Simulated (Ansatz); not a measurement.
Geometry optimisation, RKS PBE-D4/def2-SVP (Ansatz 0.2.0).

input.yaml

```yaml
crystal:
  periodic: [false, false, false]
  atoms:
    - { symbol: "N", position_ang: [0.0346, -0.7121, 2.4733] }
    - { symbol: Si, position_ang: [0.6409, -0.7518, 0.8819] }
    - { symbol: C, position_ang: [-0.2647, 0.3996, -0.3788] }
    - { symbol: O, position_ang: [-1.5887, 0.3185, -0.3843] }
    - { symbol: F, position_ang: [0.0249, 1.6734, 0.0138] }
    - { symbol: C, position_ang: [0.3004, 0.2371, -1.7909] }
    - { symbol: F, position_ang: [1.24434, -0.71786, -1.77363] }
    - { symbol: H, position_ang: [-0.9739, -0.844, 2.3924] }
    - { symbol: H, position_ang: [0.0544, 0.3114, 2.8327] }
    - { symbol: H, position_ang: [2.0832, -0.4035, 1.0213] }
    - { symbol: H, position_ang: [0.5156, -2.1617, 0.4747] }
    - { symbol: H, position_ang: [-1.9177, 1.1095, -0.8608] }
    - { symbol: H, position_ang: [-0.40132, -0.08414, -2.50298] }
    - { symbol: H, position_ang: [0.79198, 1.16835, -2.09774] }
basis:
  gaussian: { orbitals: def2-SVP }
hamiltonian:
  xc: pbe
  dispersion: d4
relax:
  f_tol: 0.015
  max_steps: 40
```

Run as:

```bash
$ ansatz run input.yaml --threads 2 --pin off --max-ram 3072MiB --backend cpu --events-out ev --progress --plain --runs-dir out
```

Question: Where does it end, and by what steps?

Answer: It converged. After 11 steps the energy has fallen by 0.799 eV; F7 moved furthest, 0.85 Å.

| step | energy less start (eV) | largest force component (eV/Å) | accepted |
| --- | --- | --- | --- |
| 0 | 0.0000 | 3.173 | yes |
| 1 | -0.6012 | 0.990 | yes |
| 2 | -0.6879 | 0.302 | yes |
| 3 | -0.7024 | 0.249 | yes |
| 4 | -0.7175 | 0.366 | yes |
| 5 | -0.7303 | 0.317 | yes |
| 6 | -0.7392 | 0.851 | yes |
| 7 | -0.7895 | 0.160 | yes |
| 8 | -0.7900 | 0.204 | yes |
| 9 | -0.7974 | 0.105 | yes |
| 10 | -0.7983 | 0.025 | yes |
| 11 | -0.7985 | 0.014 | yes |

```xyz
14
Properties=species:S:1:pos:R:3
N -0.157 -0.669 2.468
Si 0.582 -0.833 0.899
C -0.106 0.455 -0.390
O -1.493 0.460 -0.271
F 0.405 1.719 0.002
C 0.323 0.228 -1.833
F 1.685 -0.009 -1.909
H -1.180 -0.722 2.500
H 0.155 0.128 3.030
H 2.053 -0.600 1.056
H 0.284 -2.199 0.344
H -1.857 1.103 -0.916
H -0.226 -0.650 -2.239
H 0.076 1.132 -2.441
```

The run took 36 s on 2 threads of Intel(R) Xeon(R) Platinum 8375C CPU @ 2.90GHz (Ice Lake), with other jobs on the host, peak memory 0.22 GiB.
